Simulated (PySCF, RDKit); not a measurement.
The same groups moved round the core (trisilane hydroxy+amino). All species are isolated molecules in the gas phase. One relaxed conformer stands for each flexible species; it need not be the lowest. Strings in code marks are SMILES.

Quantity: electronic energy of isomers of H9NOSi3 relative to `N[Si@@H](O)[SiH2][SiH3]`, in kcal/mol. Force-field values (RDKit) are differences of steric energies, which aren't made for comparing isomers with other bonds.

Level 1: PBE-D3(BJ)/def2-TZVP // r2SCAN-D4/def2-TZVP (PySCF)
Level 2: M06-2X/6-31G* // r2SCAN-D4/def2-TZVP (PySCF)
Level 3: PBE/6-31G* // r2SCAN-D4/def2-TZVP (PySCF)
Level 4: MMFF94, relaxed from the DFT geometry (RDKit)

```tsv
species	level 1	level 2	level 3	level 4
`N[SiH2][SiH2][SiH2]O`	7.89	7.42	(withheld)	30.5
`N[SiH2][Si@@H](O)[SiH3]`	7.62	7.99	7.73	55.6
`N[Si](O)([SiH3])[SiH3]`	2.74	(withheld)	2.41	(withheld)
```

### Question
Some entries are withheld; supply them.

### Answer

- `N[SiH2][SiH2][SiH2]O`, level 3: 8.30
- `N[Si](O)([SiH3])[SiH3]`, level 2: 3.16
- `N[Si](O)([SiH3])[SiH3]`, level 4: 71.8
